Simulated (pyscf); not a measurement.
`[OH][Sc]([OH])[OH]`, singlet

Gas-phase minimum from PySCF at ωB97X-D3(BJ)/def2-SVP, one conformer. 

```
Sc
O 1 1.8686
H 2 0.9578 1 155.62
O 1 1.8696 2 120.00 3 -1.54
H 4 0.9578 1 154.69 2 -179.46
O 1 1.8697 2 119.91 3 178.42
H 6 0.9579 1 154.24 2 0.45
```
Charge 0, spin multiplicity 1.

Properties at ωB97X-D3(BJ)/def2-SVP:

- Harmonic wavenumbers, unscaled: 104, 162, 163, 220, 288, 292, 387, 388, 421, 682, 764, 764, 4002, 4003, 4006 cm⁻¹
- Zero-point energy: 23.8 kcal/mol
- Rotational symmetry number: 3
- Entropy of this conformer at 298 K and 1 atm, rigid rotor and harmonic oscillator, modes under 100 cm⁻¹ raised to 100: 336.1 J/(mol K)
- Dipole moment: 0.04 D

Single-point totals, which compare only within one level (frozen core for MP2 and CC):

```
level                   total energy (hartree)
----------------------  ----------------------
ωB97X-D3(BJ)/def2-TZVP              -988.50091
PBE/def2-TZVP                       -988.02501
r²SCAN/def2-TZVP                    -988.34005
B3LYP-D3(BJ)/def2-TZVP              -988.50975
PBE0-D3(BJ)/def2-TZVP               -988.04948
M06-2X/def2-TZVP                    -988.36937
ωB97M-D3(BJ)/def2-TZVP              -988.56827
HF/def2-TZVPP                       -986.40977
MP2/def2-TZVPP                      -987.44423
CCSD/def2-TZVPP                     -987.45601
CCSD(T)/def2-TZVPP                  -987.49457
```

Soft torsions are taken as harmonic, which can shift the entropy by several J/(mol K). The CCSD(T) − MP2 part came from Ansatz, without density fitting, on the same reference. The frozen core leaves the outer d or s,p core shells of the metals and heavy elements correlated in the MP2 and CC values, and def2-TZVPP describes them poorly, so these totals are far from the basis limit.
